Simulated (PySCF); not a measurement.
Ge(H)3(NHiPr), C₃H₁₁GeN, SMILES [GeH3][NH]C(C)C (GFN2-xTB optimised geometry):

```
16

Ge    -1.913    -0.827     0.000
N     -0.107    -0.827     0.000
C      0.750    -0.410    -1.101
C      0.186     0.852    -1.736
C      2.160    -0.159    -0.567
H     -2.572    -1.544    -1.155
H     -2.395     0.589     0.000
H     -2.288    -1.504     1.276
H      0.299    -1.626     0.468
H      0.808    -1.194    -1.876
H      0.843     1.208    -2.525
H     -0.796     0.649    -2.163
H      0.082     1.626    -0.979
H      2.817     0.167    -1.370
H      2.131     0.610     0.201
H      2.572    -1.067    -0.131
```

Method: B3LYP/def2-TZVP run with PySCF.

Q: What are the frontier orbital energies and the dipole moment?

A: HOMO-2 -9.16 eV, HOMO-1 -8.93 eV, HOMO -6.31 eV, LUMO 0.40 eV, LUMO+1 1.22 eV; dipole moment 0.89 D.

On the same geometry PBE/def2-TZVP run with PySCF gives HOMO-2 -8.03 eV, HOMO-1 -7.80 eV, HOMO -5.18 eV, LUMO -0.14 eV, LUMO+1 0.68 eV; dipole moment 0.90 D.

Meta-Löwdin charges at B3LYP/def2-TZVP: Ge1 0.50, N2 -0.56, C3 0.06, C4 -0.33, C5 -0.33, H6 -0.11, H7 -0.08, H8 -0.07, H9 0.21, H10 0.07, H11 0.11, H12 0.11, H13 0.11, H14 0.11, H15 0.11, H16 0.10.
